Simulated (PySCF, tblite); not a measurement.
Isomers of C5H9OS2 (doublet state), one GFN2-xTB conformer each. Single-point energies are computed at B3LYP/pcH-1 (PySCF, gas phase, no added dispersion term), electronic only. GFN2-xTB treats the open shell by occupation alone, and not every SCF solution was tested for stability.

| SMILES | GFN2-xTB relative energy (kcal/mol) |
| --- | --- |
| C[S@@](=O)[C@@H]1C[CH]CS1 | 9.0 |
| C[S@@](=O)[C@@H]1CC[CH]S1 | 0.0 |

Conformers: `[CH3:1][S@@:2](=[O:3])[C@@H:4]1[CH2:5][CH:6][CH2:7][S:8]1` (doublet state) with C1–S2–C4–C5 -164°, S2–C4–C5–C6 -91°, C4–C5–C6–C7 1°, C5–C6–C7–S8 -26°, C6–C7–S8–C4 34°; `[CH3:1][S@@:2](=[O:3])[C@@H:4]1[CH2:5][CH2:6][CH:7][S:8]1` (doublet state) with C1–S2–C4–C5 -170°, S2–C4–C5–C6 -78°, C4–C5–C6–C7 -40°, C5–C6–C7–S8 25°, C6–C7–S8–C4 -3°.

Task: What does B3LYP/pcH-1 give for the same structures?

Result: 
```csv
SMILES,B3LYP/pcH-1 E (Eh),B3LYP/pcH-1 (kcal/mol),GFN2-xTB (kcal/mol),point group
C[S@@](=O)[C@@H]1CC[CH]S1,-1067.48235,0.0,0.0,C1
C[S@@](=O)[C@@H]1C[CH]CS1,-1067.47291,5.9,9.0,C1
```

Both levels put the same isomer lowest. 

Task: What happens when harmonic zero-point energies from GFN2-xTB frequencies are added?

Result: 
```csv
SMILES,ZPE (kcal/mol),electronic (kcal/mol),with ZPE (kcal/mol)
C[S@@](=O)[C@@H]1CC[CH]S1,80.7,0.0,0.0
C[S@@](=O)[C@@H]1C[CH]CS1,79.8,5.9,5.0
```

The zero-point energies span 0.9 kcal/mol. The order is unchanged.
